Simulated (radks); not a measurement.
Results of a calculation; reference values are marked as such.
Question: The mean radii <r> (bohr) of the occupied orbitals of an atom or ion are listed with their occupations. Code: a radial shooting solver on a logarithmic mesh with Libxc functionals. Model: scalar-relativistic Kohn-Sham, r2SCAN, spin-polarised, spherical densities, finite nucleus; meta-GGA in the generalised Kohn-Sham scheme; Fermi nuclear charge, rms radius of each element as measured or else 0.836 A^(1/3) + 0.57 fm.

| orbital | occ. | <r> |
|---|---|---|
| 1s down | 1 | 0.06091 |
| 1s up | 1 | 0.06091 |
| 2s up | 1 | 0.2791 |
| 2s down | 1 | 0.2784 |
| 2p up | 3 | 0.2473 |
| 2p down | 3 | 0.2465 |
| 3s up | 1 | 0.8424 |
| 3s down | 1 | 0.8475 |
| 3p up | 3 | 0.8869 |
| 3p down | 3 | 0.8938 |
| 3d up | 4 | 1.027 |

Name the element and its charge. Open shells, if any, are filled with parallel spins first.

Answer: Z = 25, manganese, charge +3: Mn3+ in [Ar] 3d4. The 1s radius gives Z: for a bare nucleus <r> = (2 gamma + 1)/(2Z) with gamma = sqrt(1 - (Z/c)^2), 0.05933 bohr for Z = 25, and screening makes it slightly larger (0.06091 here). The occupations add up to 22, and the charge is Z minus that.
